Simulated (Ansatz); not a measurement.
Bn (charge +1): r2SCAN-D4/def2-TZVP single points in Ansatz on relaxed structures, gas phase. Each cluster is the lowest isomer that a short search found in that spin, judged at the geometry's level, and lower ones may exist. HOMO and LUMO are taken over both spins. Singlets are spin-restricted. The spins of the ions were chosen, not always searched. A dash marks a value that wasn't run or was left out as unsound. The structures are stationary points that may keep the symmetry of their start. Remarks come from the PBE and PBE0 runs and from stability tests at other levels; not every state was tested.

```
species  atoms                         state            geometry  HOMO (eV)  LUMO (eV)  gap (eV)  vertical EA (eV)          lowest of the spins relaxed  point group (within 0.1 Å)                                                                                     remarks
    B4⁺      4  doublet; reduced ion singlet  B3LYP-D4/def2-TZVP     -13.64     -11.90      1.74              9.29          doublet, of doublet/quartet                         D4h                                                                                           –
    B5⁺      5                       singlet   B3LYP-D4/def2-SVP     -12.86      -9.81      3.06              7.18  singlet, of singlet/triplet/quintet                           –                                                                                           –
    B6⁺      6  doublet; reduced ion triplet  r2SCAN-D4/def2-SVP     -12.36     -11.12      1.24                 –                                    –                           –  spin-contaminated (⟨S²⟩ up to 0.94), spin-contaminated (⟨S²⟩ up to 2.21) (neutral triplet)
    B8⁺      8                       doublet     PBE-D4/def2-SVP     -11.66     -11.16      0.50                 –                                    –                           –                                                                                           –
   B10⁺     10  doublet; reduced ion singlet    PBE0-D4/def2-SVP     -10.91      -9.91      1.00              7.67          doublet, of doublet/quartet                          C2                                                                                           –
   B12⁺     12  doublet; reduced ion singlet  r2SCAN-D4/def2-SVP     -10.73     -10.01      0.72                 –                                    –                           –                                                                                           –
   B13⁺     13                       singlet  r2SCAN-D4/def2-SVP     -10.48      -8.82      1.66              6.82  singlet, of singlet/triplet/quintet                          Cs                                                                                           –
```

The gap (eV) runs from 0.50 (B8⁺) to 3.06 (B5⁺). It doesn't follow size steadily. The vertical EA (eV) runs from 6.82 (B13⁺) to 9.29 (B4⁺). It alternates from one size to the next.
